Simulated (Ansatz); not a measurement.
CH₇AsOSi (`OC[SiH2][AsH2]`), relaxed with RKS PBE-D4/def2-SVP in Ansatz from a rough embedded geometry. The force threshold is 0.03 eV/Å; the program also tests the step.

The species carries charge 0 and has multiplicity 1.

Start:

```xyz
11

O     0.196    1.591   -0.444
C     0.367    0.347   -0.971
Si    0.663   -0.807    0.451
As   -1.249   -0.857    1.830
H     0.059    2.235   -1.252
H    -0.559    0.048   -1.529
H     1.218    0.273   -1.674
H     1.815   -0.446    1.164
H     0.863   -2.224   -0.115
H    -2.174   -0.897    0.647
H    -1.199    0.736    1.895
```

```tsv
step	energy (eV)	largest force (eV/Å)	largest move (Å)
1	-71887.0990	2.892	0.000
2	-71887.4328	0.910	0.139
3	-71887.4951	0.217	0.129
4	-71887.4977	0.294	0.087
5	-71887.5088	0.110	0.144
6	-71887.5117	0.023	0.024
```

End:

```xyz
11

O     0.226    1.675   -0.459
C     0.391    0.378   -1.013
Si    0.628   -0.851    0.432
As   -1.210   -0.776    1.954
H     0.016    2.291   -1.185
H    -0.492    0.037   -1.609
H     1.281    0.300   -1.690
H     1.885   -0.512    1.187
H     0.763   -2.243   -0.133
H    -2.193   -1.043    0.794
H    -1.294    0.744    1.722
```

It took 9 s on 4 threads of an Arm Neoverse V2 on a shared host, with 0.17 GiB of host memory at the peak.
